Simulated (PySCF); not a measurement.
# A survey of $^{17}$O NMR shifts

PySCF 2.14.0 with density-fitted response routines calculation with geometry from GFN2-xTB and σ from GIAO-PBE0/pcSseg-1; one averaged value for each set of equivalent atoms, no solvent model, non-relativistic Hamiltonian, one conformer.

Shieldings were converted by a linear fit to measured shifts: $^{17}$O (scatter 10.7 ppm rms, 12.2 ppm with the 3 outliers that the fit left out vs liquid water, solution or neat liquid). A few per cent of atoms miss by over 2 rms, more outside the fitted compound classes.

Problem. Give the $^{17}$O shifts of `O=CO[C@H]1C[C@@H]([SiH2]O[SiH3])C1`, `C=C([SiH2]N)C(=O)CO[SiH3]`, `CCO[Si](N)(C#N)C#N`, `C[C@@H]1[C@H](F)[C@]12CCCO2`.

Solution. 
```
                                                                compound                 environment  δ (ppm)
[O:1]=[CH:2][O:3][C@H:4]1[CH2:5][C@@H:6]([SiH2:7][O:8][SiH3:9])[CH2:10]1   O1: ester carbonyl oxygen    353.8
[O:1]=[CH:2][O:3][C@H:4]1[CH2:5][C@@H:6]([SiH2:7][O:8][SiH3:9])[CH2:10]1     O3: ester alkoxy oxygen    187.3
[O:1]=[CH:2][O:3][C@H:4]1[CH2:5][C@@H:6]([SiH2:7][O:8][SiH3:9])[CH2:10]1   O8: oxygen bonded to 2 Si    -42.8
         [CH2:1]=[C:2]([SiH2:3][NH2:4])[C:5](=[O:6])[CH2:7][O:8][SiH3:9]           O6: ketone oxygen    552.8
         [CH2:1]=[C:2]([SiH2:3][NH2:4])[C:5](=[O:6])[CH2:7][O:8][SiH3:9]  O8: oxygen bonded to C, Si    -26.9
                                                      CCO[Si](N)(C#N)C#N      oxygen bonded to C, Si     33.9
                                             C[C@@H]1[C@H](F)[C@]12CCCO2                ether oxygen     30.2
```

Problem. Order these by $^{17}$O shift, lowest first.
A. CC[C@@]12CO[C@@H](C1)[C@@H]2F
B. N#C[Si@@H]1NCCN1C=O
C. CC(C)OC1=C(CF)C1
D. C=Cc1n[nH]c(O[SiH3])n1

Solution. A (-3.5 ppm, ether oxygen), D (38.4 ppm, oxygen bonded to C, Si), C (105.0 ppm, ether oxygen), B (378.5 ppm, amide-type carbonyl oxygen).
